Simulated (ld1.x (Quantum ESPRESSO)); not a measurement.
**Which change was made? (Be, TM)**

```
Element                 : beryllium (Be)
Generator               : ld1.x (Quantum ESPRESSO) 7.5
Type                    : norm-conserving Troullier–Martins (Kleinman–Bylander form)
Functional              : PBE
Relativity              : scalar-relativistic
Frozen core             : [He]
Valence charge          : 2
Reference configuration : 2s1.75 2p0 (charge +0.25)
Partial waves           : 2p (bound, empty): rc 3.65 bohr; 3d channel at 0.2 Ry: rc 3.05 bohr; 2s (bound): rc 2.20 bohr
Local potential         : the s channel
Core correction         : none
```

Cutoffs, loose and tight: the cutoffs (Ry, on a coarse ladder) from which the occupation-weighted sum of valence levels, in a spherical-Bessel basis at the reference potential, stays within 10 and 1 mRy of its value at 400 Ry. They do not see the model core or the augmentation charge, which bear on the density cutoff. Test errors are all-electron minus pseudo excitation energies from the reference, over the configurations 2s2 2p0; 2s1 2p0; 2s1.5 2p0; 2s0 2p2; 2s0 2p1; 2s1 2p1; variants that change the core or the reference have their own tests.

The base gives: outcome: generated; cutoff, loose: 8 Ry; cutoff, tight: 18 Ry; bound ghosts: none; largest test error (meV): -87.

Question: After one change the result is: outcome: generated; cutoff, loose: 8 Ry; cutoff, tight: 12 Ry; bound ghosts: none; largest test error (meV): +96. Which change was it?
A. wave 2p (bound): rc 3.65 bohr becomes 2p (bound): rc 4.88 bohr
B. type ultrasoft; waves now 2s (bound): rcut 1.90, rcutus 2.20 bohr; 2s channel at -0.05 Ry: rcut 1.90, rcutus 2.20 bohr; 2p (bound): rcut 3.15, rcutus 3.65 bohr; 2p channel at 0.85 Ry: rcut 3.15, rcutus 3.65 bohr; 3d channel at 0.2 Ry: rcut 2.65, rcutus 3.05 bohr; local potential all-electron potential smoothed inside 2.10 bohr (lloc = -2); augmentation built from norm-conserving waves at rcut, not smoothed further
C. reference 2s1 2p0
D. all radii scaled by about 0.74 (s 1.64, p 2.70, d 2.26 bohr)

Answer: C. The others give: type ultrasoft; waves now 2s (bound): rcut 1.90, rcutus 2.20 bohr; 2s channel at -0.05 Ry: rcut 1.90, rcutus 2.20 bohr; 2p (bound): rcut 3.15, rcutus 3.65 bohr; 2p channel at 0.85 Ry: rcut 3.15, rcutus 3.65 bohr; 3d channel at 0.2 Ry: rcut 2.65, rcutus 3.05 bohr; local potential all-electron potential smoothed inside 2.10 bohr (lloc = -2); augmentation built from norm-conserving waves at rcut, not smoothed further → outcome: generated; cutoff, loose: 6 Ry; cutoff, tight: 6 Ry; bound ghosts: p; largest test error (meV): -36 | wave 2p (bound): rc 3.65 bohr becomes 2p (bound): rc 4.88 bohr → outcome: generated; cutoff, loose: 8 Ry; cutoff, tight: 18 Ry; bound ghosts: none; largest test error (meV): -213 | all radii scaled by about 0.74 (s 1.64, p 2.70, d 2.26 bohr) → outcome: generated; cutoff, loose: 10 Ry; cutoff, tight: 25 Ry; bound ghosts: none; largest test error (meV): -30.
